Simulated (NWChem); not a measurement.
# Br2Ge

```xyz
3

Ge     0.0000     0.0000    -1.0199
Br    -1.8473     0.0000     0.4663
Br     1.8473     0.0000     0.4663
```
Charge 0, spin multiplicity 1.

Everything below was run with NWChem. The geometry was optimised at B3LYP/def2-SVP, a minimum by its harmonic frequencies.

Symmetry labels belong to the abelian group C2v used in the runs, with the axes of the coordinates shown.

The Hamiltonian is non-relativistic. B3LYP has NWChem's definition, with VWN1-RPA local correlation. The structure started from a generated list of species.

### Question
List the lowest 4 singlet excitations that TD-B3LYP/def2-SVP, VWN1-RPA local correlation gives, with oscillator strengths.

### Answer
```json
[
 {"state": "1", "symmetry": "b2", "energy (eV)": "3.24", "wavelength (nm)": "383", "f": "0.008"},
 {"state": "2", "symmetry": "a2", "energy (eV)": "3.40", "wavelength (nm)": "364", "f": "0.000"},
 {"state": "3", "symmetry": "b1", "energy (eV)": "4.18", "wavelength (nm)": "297", "f": "0.039"},
 {"state": "4", "symmetry": "b2", "energy (eV)": "4.59", "wavelength (nm)": "270", "f": "0.007"}
]
```
